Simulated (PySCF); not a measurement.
## Correlation energy of B (boron, neutral)

[He] 2s2 3d1, 2D determinant (an excited configuration). Calculation: PySCF 2.14, in aug-cc-pVQZ (6s5p4d3f2g, 80 functions); the non-relativistic Hamiltonian (point nucleus). Frozen: 1s2; 3 electrons correlated.

MP2 pair energies summed by pair of shells (mhartree):

```tsv
pair	energy	share (%)
2s-2s	-37.92	87.1
2s-3d	-5.63	12.9
```

Total MP2 correlation energy: -43.55 mhartree.

Same-spin part -2.12 and opposite-spin part -41.43 mhartree; SCS-MP2 scales them by 1/3 and 6/5 to -50.43 mhartree.
